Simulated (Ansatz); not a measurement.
Molecule: SiCl3, net charge 1, singlet state. 
Structure (B3LYP-D3(BJ)/def2-TZVP (Ansatz, a program for electronic structure) minimum search):
```xyz
4

Si     0.0000     0.0000     0.0000
Cl    -1.6886    -0.9873     0.0232
Cl    -0.0108     1.9561    -0.0084
Cl     1.6994    -0.9688    -0.0148
```
Charge +1, spin multiplicity 1.

Basis-set convergence of Hartree-Fock and CCSD correlation energies (hartree) with Ansatz. Correlated levels leave the core frozen unless marked. Spin-orbit coupling is left out. Non-relativistic.

```csv
basis,functions,E(HF),"E(corr, CCSD)"
aug-cc-pV(D+d)Z,128,-1667.29691,-0.55874
aug-cc-pV(T+d)Z,220,-1667.35715,-0.70885
aug-cc-pV(Q+d)Z,356,-1667.37058,-0.76214
```

Extrapolating the two largest sets (X = 3 and 4) as X^-3: E(corr) = (64·(-0.76214) - 27·(-0.70885))/37 = -0.8010 Eh, an estimate of the basis-set limit. The largest set recovers 95.1 % of it, the smallest 69.8 %.
